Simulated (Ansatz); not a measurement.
`CBC(O)(F)F` → `B[C@@H](F)[C@H](O)F`  (isomerisation)

Gas-phase electronic energies from Ansatz, PBE0-D4/def2-TZVP geometries. CBS: MP2 limit from def2 TZ/QZ plus the TZ coupled-cluster correction, frozen cores. Functionals use def2-TZVPP. Each species was taken in one conformer, which may not be the lowest.

CCSD(T)/CBS gives +0.88 eV.

Q: Another level gave +0.88 eV. Which?
A. r2SCAN/def2-TZVPP
B. ωB97X-V/def2-TZVPP
C. PBE0/def2-TZVPP
D. HF/def2-TZVPP

A: B. ωB97X-V 0.88, r2SCAN 1.01, PBE0 0.96, HF/def2-TZVPP 0.79 eV.

Largest T1 diagnostic among the species: 0.013.

In def2-TZVPP, CCSD(T) changes the Hartree–Fock value by +0.10 eV (the triples alone add +0.02 eV) and MP2 by +0.12 eV. From PBE to PBE0 (25 % exact exchange), in def2-TZVPP and without D4, ΔE moves by −0.04 eV.
